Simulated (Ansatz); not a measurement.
Consider the formal loss of a carbene: `C[SiH2][SiH](F)F` → `[CH2]` (triplet) + `F[SiH](F)[SiH3]`.

Isolated molecules relaxed with PBE0-D4/def2-TZVP in Ansatz; ΔE leaves out vibrations. CBS: MP2 limit from def2 TZ/QZ plus the TZ coupled-cluster correction, frozen cores. This one scheme is used for every species. DFT in def2-TZVPP. B3LYP here is the variant with VWN-RPA as its local correlation; programs differ in this. Triplets are unrestricted, without spin–orbit coupling. One conformer a species, not always the lowest.

`C[SiH2][SiH](F)F`:

Z-matrix (Å, degrees):
```
C
Si 1 1.873
H 1 1.092 2 110.6
H 1 1.092 2 110.6 3 119.9
H 1 1.092 2 110.7 3 -120.1
Si 2 2.343 1 110.8 3 -59.9
H 2 1.490 1 111.4 3 -179.7
H 2 1.490 1 111.4 3 59.8
F 6 1.597 2 109.4 1 58.1
F 6 1.597 2 109.4 1 -58.1
H 6 1.483 2 117.1 1 -180.0
```

`[CH2]` (triplet):

Cartesian coordinates in Å:
```
C -0.055 -0.109 0.248
H -0.938 -0.003 -0.364
H 0.993 0.112 0.116
```

`F[SiH](F)[SiH3]`:

Z-matrix (Å, degrees):
```
Si
F 1 1.593
Si 1 2.342 2 109.5
F 1 1.593 2 107.0 3 118.6
H 1 1.482 2 107.3 3 -126.5
H 3 1.486 1 109.0 2 178.9
H 3 1.485 1 110.0 2 58.5
H 3 1.486 1 109.1 2 -61.9
```

CCSD(T)/CBS gives +476.3 kJ/mol.

(1) Another level gave +469.3 kJ/mol. Which?
A. revPBE-D4/def2-TZVPP
B. B3LYP/def2-TZVPP
C. r2SCAN0-D4/def2-TZVPP
D. HF/def2-TZVPP

Largest T1 diagnostic among the species: 0.013.

Results:

(1) A. revPBE-D4 469.3, B3LYP 458.6, r2SCAN0-D4 451.8, HF/def2-TZVPP 324.8 kJ/mol.

In def2-TZVPP, CCSD(T) changes the Hartree–Fock value by +138.5 kJ/mol (the triples alone add +11.4 kJ/mol) and MP2 by +153.8 kJ/mol. At CCSD(T), def2-SVP lies −27.8 kJ/mol from the extrapolated value and def2-TZVPP −12.9 kJ/mol. From BLYP to BHLYP (50 % exact exchange), in def2-TZVPP and without D4, ΔE moves by −5.6 kJ/mol.
